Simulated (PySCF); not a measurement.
Computed properties of In(NHMe)(OH)2 (CH6InNO2), SMILES C[NH][In]([OH])[OH]

In(NHMe)(OH)2 (CH₆InNO₂), SMILES C[NH][In]([OH])[OH]. The structure is a stationary point at B3LYP-D3(BJ)/def2-SVP. The structure was generated by enumeration; whether it is a known compound was not checked. The def2 effective core potentials stand for the cores of In; spin–orbit coupling is left out. One conformer was computed; it need not be the lowest. All values are computed for the isolated molecule unless a solvent is named; none is compared with measurement here.

**Structure.** All 27 harmonic modes at B3LYP-D3(BJ)/def2-SVP (PySCF) are real, so it is a minimum. With heavy atoms numbered as in [In:1]([NH:2][CH3:3])([OH:8])[OH:10], the shortest bond between them is N2–C3 at 1.454 Å and the longest In1–N2 at 2.033 Å.

**Vibrations.** The strongest infrared lines (harmonic, unscaled, degenerate partners summed) lie at 2965 cm⁻¹ (119 km/mol, H 96 %), 833 cm⁻¹ (90 km/mol, H 93 %), 1115 cm⁻¹ (85 km/mol, N 42 %, C 35 %, H 23 %). The softest mode is at 70 cm⁻¹ and the zero-point energy is 49.3 kcal/mol.

**Electronic structure.** ωB97X/def2-TZVP (PySCF) places the frontier levels at -9.16 and 0.39 eV, a gap of 9.55 eV, and gives a dipole moment of 2.53 D and a mean polarisability of 60.8 bohr³. PBE/def2-TZVP (PySCF) at the same geometry gives -5.39 and -2.46 eV, so its gap is 6.62 eV narrower. An orbital gap is neither the optical nor the fundamental gap.

**Excitations.** TDDFT-B3LYP/def2-SVPD (PySCF) has S1 at 3.62 eV (342 nm, f = 0.022, weak); the most intense of the 10 singlets computed lies at 6.13 eV (f = 0.17). T1 (TDA) is at 3.13 eV. TDDFT-PBE/def2-SVPD (PySCF) puts S1 at 3.13 eV. No vertical singlet excitation falls in the visible range (under 3.1 eV).
